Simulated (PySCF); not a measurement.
A series of substituents X on one scaffold: SiH2Cl-X. All species are isolated molecules in the gas phase. One relaxed conformer stands for each flexible species; it need not be the lowest. Strings in code marks are SMILES.

The four lowest singlet excitations (Tamm–Dancoff). These are PBE0-D4/def2-TZVP (PySCF 2.14.0) values and carry that method's errors. Excitations are Tamm–Dancoff values on a coarser integration grid. The basis has no diffuse functions, so Rydberg states are missing or too high.

```tsv
state	energy (eV)	wavelength (nm)	oscillator strength
S1	7.79	159	0.007
S2	8.17	152	0.008
S3	8.62	144	0.032
S4	8.85	140	0.024
```

**Question.** Which member gives these states?
A. `F[SiH2]Cl`
B. `OB(O)[SiH2]Cl`
C. `CS[SiH2]Cl` (C–S–Si–Cl torsion 64°)
D. `C[SiH2]Cl`

**Answer.** A, `F[SiH2]Cl`
